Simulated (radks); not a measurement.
Valence configurations of Ga I (all share [Ar]). All-electron calculation, scalar-relativistic Kohn-Sham, BLYP, spin-unpolarised, spherical densities, point nucleus. Program: a radial shooting solver on a logarithmic mesh with Libxc functionals. Energies are relative to 3d10 4s2 4p1; eigenvalues in eV.

| valence | E (eV) | e(3d) | e(4p) | e(4s) |
|---|---|---|---|---|
| 3d10 4s2 4p1 | 0.000 | -19.040 | -2.514 | -8.906 |
| 3d8 4s2 4p3 | 48.545 | -37.450 | -4.989 | -13.478 |
| 3d8 4s1 4p4 | 57.146 | -38.940 | -5.567 | -14.278 |
| 3d9 4s2 4p2 | 20.287 | -27.940 | -3.772 | -11.276 |
| 3d6 4s1 4p6 | 141.68 | -59.437 | -7.898 | -18.254 |
| 3d6 4s2 4p5 | 131.40 | -58.160 | -7.394 | -17.598 |
| 3d7 4s2 4p4 | 85.394 | -47.537 | -6.192 | -15.575 |
| 3d9 4s1 4p3 | 27.933 | -29.580 | -4.409 | -12.192 |
| 3d7 4s1 4p5 | 94.870 | -48.910 | -6.728 | -16.294 |
| 3d9.5 4s2 4p1.5 | 9.188 | -23.413 | -3.152 | -10.119 |

NIST lists [Ar] 3d10 4s2 4p1 as the ground configuration; this level of theory agrees among the configurations tried. The energies are those of spherical spin-averaged densities, not of single terms.
